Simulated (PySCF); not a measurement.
Species: C6H11O (doublet state).
Cartesian coordinates in Å at the GFN2-xTB level; atoms count from 1:
```xyz
18
C6H11O angstrom
C      2.3904   -0.5863   -0.2476
C      1.4596    0.5412   -0.4445
C      0.2361    0.7398    0.3753
C     -1.0186    1.0195   -0.5088
C     -2.0409   -0.0013   -0.0094
C     -1.1337   -1.0850    0.5728
O     -0.0795   -0.3828    1.1881
H      2.0344   -1.2280    0.5546
H      3.3953   -0.2299    0.0008
H      2.4936   -1.1824   -1.1606
H      1.7074    1.3193   -1.1467
H      0.3894    1.5815    1.0757
H     -0.7740    0.8396   -1.5560
H     -1.3662    2.0445   -0.4030
H     -2.6540    0.4283    0.7832
H     -2.6881   -0.3780   -0.7982
H     -1.6114   -1.7014    1.3354
H     -0.7488   -1.7323   -0.2296
```

The hyperfine couplings belong to this conformer and change with its torsions.

As a line formula: `C[CH][C@H]1CCCO1` [radical].

Computed with UKS B3LYP, pcH-1 on C H O, non-relativistic, mean-field spin-orbit, GIAO in PySCF. Geometry: GFN2-xTB, one conformer, isolated molecule. A GFN2-xTB geometry isn't a minimum of the functional, and hyperfine couplings can be far from their values at a DFT geometry. No stability test was run, so a lower SCF solution isn't excluded.

The Mulliken spin populations are largest on C2 (+1.02), C1 (-0.09) and C3 (-0.08). C2 is the only atom above +0.15. The positive populations add up to 1.21 and the negative ones to -0.21, together 2S = 1. The angles at C2 add up to 359.7°, so it is planar; its axial dipolar tensor and the negative coupling of its proton fit spin in a p orbital normal to that plane.

(1) McConnell's relation a(H) = Q·ρ ties the coupling of a proton on a planar π carbon to the spin population of that carbon. What Q do the computed values give?

(2) How do the β-proton couplings of this frozen conformer go with θ, the angle between the C–H bond and the normal to the plane of the spin centre's three neighbours, both seen down the bond from centre to carbon?

(3) What would the freely rotating methyl group on C1 show?

## Answers

(1) 
| H | C | ρ(C) | a(H) (G) | a/ρ (G) |
| --- | --- | --- | --- | --- |
| H11 | C2 | +1.024 | -21.77 | -21.3 |

One proton gives one ratio, Q = -21.3 G, and no test of linearity. In McConnell's picture π spin on carbon polarises the C–H bond and leaves opposite spin at the proton, which makes Q negative, as found here.

(2) 
| β H | on | centre | θ (°) | cos²θ | a (G) |
| --- | --- | --- | --- | --- | --- |
| H8 | C1 | C2 | 88 | 0.00 | +1.19 |
| H9 | C1 | C2 | 33 | 0.71 | +42.25 |
| H10 | C1 | C2 | 29 | 0.76 | +42.73 |
| H12 | C3 | C2 | 19 | 0.89 | +42.69 |

Fitting the Heller–McConnell form a = ρ(B0 + B2 cos²θ), with Mulliken ρ = 1.02, gives B0 = 2.2 G and B2 = 49.6 G, with a largest miss of 4.7 G.

(3) Three equal couplings, a 1:3:3:1 quartet. The mean of the three values of this geometry estimates the splitting: 28.7 G, or 80.5 MHz (three bonds 120° apart have a mean cos²θ of 1/2 at any torsion).

Couplings in gauss use g_iso = 2.0025.
